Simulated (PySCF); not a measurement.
ClGe₂H₅, SMILES [GeH2]([GeH3])[Cl].

The structure is a stationary point at PBE0-D3(BJ)/def2-SVP. This is a generated structure with no PubChem entry under its InChIKey; it may be hypothetical.

These are PBE0-D3(BJ)/def2-SVP (PySCF) values and carry that method's errors.

Frequencies are harmonic and unscaled.

**Question.** Estimate the vibrational spectrum. (Estimate from the structure and the level; the computed values follow.)

**Answer.** 
| mode | ν (cm⁻¹) | IR (km/mol) | Raman (Å⁴/amu) | depolarisation | moving atoms (share of kinetic energy) |
|---|---|---|---|---|---|
| 1 | 87 | 0.1 | 0.0 | – | H 94 % |
| 2 | 88 | 2.3 | 1.7 | 0.69 | Cl 52 %, Ge 42 % |
| 3 | 269 | 0.8 | 12.6 | 0.18 | Ge 94 % |
| 4 | 343 | 15.4 | 0.0 | – | H 98 % |
| 5 | 418 | 58.6 | 6.7 | 0.40 | Cl 67 %, Ge 32 % |
| 6 | 467 | 8.1 | 7.3 | 0.75 | H 91 %, Ge 8 % |
| 7 | 523 | 0.0 | 4.9 | 0.75 | H 90 %, Ge 10 % |
| 8 | 658 | 3.4 | 21.5 | 0.75 | H 98 % |
| 9 | 731 | 305.0 | 5.2 | 0.66 | H 96 % |
| 10 | 799 | 94.2 | 13.8 | 0.74 | H 97 % |
| 11 | 871 | 26.7 | 36.1 | 0.72 | H 99 % |
| 12 | 882 | 31.9 | 28.6 | 0.75 | H 99 % |
| 13 | 885 | 59.5 | 11.1 | 0.71 | H 99 % |
| 14 | 2149 | 98.7 | 103.0 | 0.75 | H 99 % |
| 15 | 2156 | 77.1 | 465.6 | 0.00 | H 99 % |
| 16 | 2162 | 50.6 | 209.4 | 0.75 | H 98 % |
| 17 | 2170 | 81.4 | 150.6 | 0.31 | H 99 % |
| 18 | 2177 | 145.7 | 47.8 | 0.75 | H 98 % |
